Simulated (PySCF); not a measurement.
## Silver: a sound run and one with changed settings

Sound run: Ag²⁺ [Kr] 4d9, Ag³⁺ [Kr] 4d8. Calculation: PySCF 2.14, in x2c-SVPall; the spin-free X2C one-electron Hamiltonian (Gaussian nucleus). In the sound run the correlated levels freeze [Kr]. The sound run starts from symmetry-adapted Hartree-Fock orbitals and uses a fine grid where one is needed.

Changed run: the non-relativistic Hamiltonian (point nucleus). This setting is unsound on purpose.

```
species  method  sound run (hartree)  changed run (hartree)  converged
   Ag²⁺     UHF          -5311.34524            -5105.57736        yes
   Ag²⁺    PBE0          -5313.46696            -5107.71377        yes
   Ag²⁺  M06-2X          -5314.23499            -5108.48042        yes
   Ag²⁺     MP2          -5311.55523            -5105.78571        yes
   Ag³⁺     UHF          -5310.13206            -5104.34360        yes
   Ag³⁺    PBE0          -5312.18217            -5106.40890        yes
   Ag³⁺  M06-2X          -5312.94065            -5107.16545        yes
   Ag³⁺     MP2          -5310.29051            -5104.50111        yes
```

Ionisation energy of Ag²⁺:

```
 method  sound run (eV)  changed run (eV)
    UHF          33.012            33.572
   PBE0          34.961            35.507
 M06-2X          35.221            35.782
    MP2          34.415            34.956
SCS-MP2          34.306            34.846
```

Most of the change in total energy is the relativistic energy itself. On top of that the contraction fixes the core shape for the Hamiltonian it was made with, so the changed run is not a good calculation with the other Hamiltonian either.

For comparison, NIST gives 34.8 ± 0.3 eV between the lowest levels.
